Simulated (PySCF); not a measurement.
H2AsF3Ge (SMILES [F][Ge]([F])([F])[AsH2]), singlet, at a GFN2-xTB geometry, atoms displaced at random by about 0.08 Å a coordinate.

Input for PySCF:
```python
from pyscf import gto, scf, dft

mol = gto.M(
    atom='''
F    -1.55966569   -0.79158026    1.20641815
Ge   -0.68301385   -0.05996971   -0.20968306
F    -1.61321185    1.39441570   -0.54398001
F    -1.03497298   -1.14827749   -1.44323339
As    1.67201144    0.31349136    0.31271977
H     1.94475075    0.62301365   -1.00675664
H     2.06053359   -1.23664453    0.09528747
''',
    basis='sto-3g',
    verbose=4,
)

mf = dft.RKS(mol)
mf.xc = 'b3lyp'
mf.kernel()
g = mf.nuc_grad_method()
grad = g.kernel()
```

**Question.** Predict the HOMO-LUMO gap from PySCF with B3LYP/STO-3G, gradient.

**Answer.** 7.06 eV

**Question.** Predict the HOMO energy from B3LYP/STO-3G, gradient.

**Answer.** -4.08 eV

**Question.** What nuclear repulsion energy does B3LYP/STO-3G, gradient give?

**Answer.** 712.2896 Eh

**Question.** What is the computed total energy (B3LYP/STO-3G, gradient)?

**Answer.** -4560.0029 Eh

**Question.** Give the dipole moment at the level B3LYP/STO-3G, gradient.

**Answer.** 1.53 D

**Question.** Predict the Mulliken (on the basis functions themselves) charges in atom order from B3LYP/STO-3G, gradient.

**Answer.** F1 -0.21, Ge2 0.65, F3 -0.21, F4 -0.22, As5 0.13, H6 -0.08, H7 -0.06
